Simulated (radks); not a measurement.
Excited configurations of Gd II: one electron is placed in a higher orbital outside [Xe] 4f7 5d1. The ground configuration is [Xe] 4f7 5d1 6s1. Calculated with a radial shooting solver on a logarithmic mesh with Libxc functionals: Dirac Kohn-Sham, PBEsol, spin-unpolarised, spherical densities, point nucleus; open shells fill j = l - 1/2 first. Excitation = E - E(ground); binding = E(ion) - E, where the ion is the core of charge +2; n* = 2/sqrt(2 binding) in atomic units, and the quantum defect is n - n*.

outer orbital  excitation (eV)  binding (eV)     n*  quantum defect  eigenvalue (eV)  <r> (bohr)
5f5/2                    8.495         3.516  3.934           1.066           -2.481       8.586
6p1/2                    3.296         8.715  2.499           3.501           -6.549       4.469
6d3/2                    7.168         4.843  3.352           2.648           -3.614       7.262
6f5/2                    9.633         2.378  4.784           1.216           -1.785       14.69
7s1/2                    6.449         5.562  3.128           3.872           -4.389       7.618
7p1/2                    7.499         4.512  3.473           3.527           -3.526       8.968
7d3/2                    9.056         2.955  4.292           2.708           -2.287       12.96
7f5/2                   10.312         1.699  5.660           1.340           -1.324       22.13

The Delta-SCF ionisation energy is 12.011 eV (NIST Atomic Spectra Database: 12.08 eV, semi-empirical). Self-interaction in the functional shifts the binding energies and quantum defects, so they are the method's values and not measured ones. Spin polarisation and multiplet splitting are left out, so open shells lie too high by an amount that depends on their filling.

Beside tabulated values, note that spin-unpolarised runs miss the spin-polarisation part of the exchange energy of open shells.
